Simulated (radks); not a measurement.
Values are calculated unless marked as measured or tabulated.
Spherical quantum dot in the effective-mass picture: electrons in a well V = -V0 / (1 + exp((r - R)/a)) with V0 = 11.3, R = 3.7, a = 0.21, all in effective atomic units (hartree* = m*/eps^2 hartree, bohr* = eps/m* bohr), one dielectric constant everywhere. Level of theory: non-relativistic Kohn-Sham, LDA (Slater exchange, Perdew-Wang correlation), spin-polarised, spherical densities (a radial shooting solver with Libxc functionals). Levels are named by radial order and angular momentum (1s, 1p, 1d, 2s, ...), and open shells are averaged over m. Results are scaled to m* = 0.048 and eps = 4.1, for which hartree* = 77.7 meV and bohr* = 4.52 nm.

N = 20, configuration 1s2 1p6 1d10 1f(up 2, down 0). This is the lowest configuration that the search found. Occupied and some empty levels:

level,occupation,eigenvalue (meV),<r> (nm)
1s up,1,-305.45,10.91
1s down,1,-303.69,10.87
1p up,3,-289.25,11.49
1p down,3,-287.35,11.47
1d up,5,-262.35,11.97
1d down,5,-260.36,11.96
1f up,2,-226.39,12.38
1f down,0,-224.34,12.37
2s up,0,-209.78,7.885
2s down,0,-209.03,7.889
1g up,0,-182.34,12.73
1g down,0,-180.26,12.73
2p up,0,-162.46,9.258
2p down,0,-161.47,9.253
2d up,0,-107.92,10.19
2d down,0,-106.75,10.19

Energy (meV): total -10683.5, kinetic 1405.9, external -16913, Hartree 5480.4, exchange-correlation -656.37.
